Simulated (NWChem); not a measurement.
# C2H3Cl2F; SMILES CC(F)(Cl)Cl

Computed with NWChem. Pople sets run with spherical d functions. Each level has its own optimisation; frequencies are unscaled.

For level B3LYP/6-31G*:

```
Property                           Value
---------------------------------  -----
highest harmonic frequency (cm⁻¹)   3181
lowest (cm⁻¹)                        256
zero-point energy (kcal/mol)        30.9
```

**Question.** What are these values for level Hartree-Fock/6-31G*?

**Answer.** The highest harmonic frequency (cm⁻¹) is 3338 and the lowest (cm⁻¹) is 285. The zero-point energy (kcal/mol) is 33.3.
